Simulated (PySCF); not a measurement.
# NMR problem set

- geometry from GFN2-xTB
- PBE0/pcSseg-1 with gauge-including orbitals
- run in PySCF 2.14
- gas phase, equivalent nuclei averaged, a single conformation, relativity neglected

Scale: TMS for ¹H, ¹³C (reference shieldings calculated alike). Splittings of carbon signals by F and P are missing where no couplings were computed. Where no couplings were computed, multiplicities follow the n + 1 count of equivalent neighbours, and m marks all less simple cases (inequivalent or close neighbours, rings, F or P nearby). Shifts are as computed. Against solution values, carbons near 30 ppm lie about +3 ppm off and those near 130 ppm about +5 ppm. Of 1309 compounds with measured shifts, 239 miss one by over three times the rms of a fit or turn the order of signals round; such compounds aren't used in these exercises.

Question: C$_{4}$H$_{4}$F$_{4}$. ¹H NMR (400 MHz, computed): δ 6.58 (m, 1H), 6.30 (m, 1H), 2.60 (m, 2H). ¹³C{¹H} NMR (computed): δ 152.8, 145.2, 119.7, 40.2. Give a structure.

Answer: `F/C=C(\F)CC(F)F`. The formula gives 1 degree of unsaturation (no ring in the answer). 4 carbon signals for 4 carbons: no two carbons are equivalent. Carbon types of the structure: 1 × C, 2 × CH, 1 × CH2, which accounts for all hydrogens. δC 152.8: fully substituted alkene carbon; as expected for a trigonal carbon in a double bond. δC 145.2: alkene CH; an sp2 carbon of a C=C bond. δC 119.7: sp3 CH bonded to 2 F; 2 electronegative neighbours deshield it. δC 40.2: allylic sp3 CH2; a saturated carbon with 2 carbon neighbours and no heteroatom attached.

This is the structure that produced the data.

Question: C$_{4}$H$_{4}$F$_{4}$. ¹H NMR (400 MHz, computed): δ 7.67 (m, 1H), 6.38 (m, 1H), 3.06 (m, 2H). ¹³C{¹H} NMR (computed): δ 160.2 (C), 152.1 (CH), 119.5 (CH), 37.5 (CH2). What is it?

Answer: SMILES F/C=C(/F)CC(F)F. Rings plus π bonds: 1 (no ring in the answer). 4 carbon signals for 4 carbons: no two carbons are equivalent. Carbon types of the structure: 1 × C, 2 × CH, 1 × CH2, which accounts for all hydrogens. δC 160.2: fully substituted alkene carbon; as expected for a trigonal carbon in a double bond. δC 152.1: alkene CH; as expected for a trigonal carbon in a double bond. δC 119.5: sp3 CH bonded to 2 F; 2 electronegative neighbours deshield it. δC 37.5: allylic sp3 CH2; aliphatic region, no heteroatom directly attached.

The data come from this structure; uniqueness wasn't tested.
